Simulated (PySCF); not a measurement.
**Name the molecule from its bond curve**

A diatomic of charge 0 contains Be (the partner may be the same element). Its singlet curve at BLYP in a single-zeta basis (no relativity, PySCF), in eV from the separated fragments:

(R (Å), E (eV)): (2.061, -0.454), (2.156, -0.577), (2.252, -0.640), (2.324, -0.658), (2.396, -0.658), (2.468, -0.643), (2.564, -0.609), (2.683, -0.551), (2.827, -0.472), (3.019, -0.368)

The fit gives ωe = 436 cm⁻¹ and the rotational constant Bₑ = 0.6734 cm⁻¹.

Task: Which atom is the partner?

Result: The minimum lies at 2.357 Å, so the reduced mass is 16.8576 u Å² cm⁻¹/(Bₑ·Re²) = 4.506 u. With Be at 9.01 u the partner weighs about 9.0 u: Be. The molecule is Be2.

Closed-shell solutions of metal pairs were not tested for spin polarisation, which can lower them a little. STO-3G is very small, so such numbers show the basis as much as the molecule.
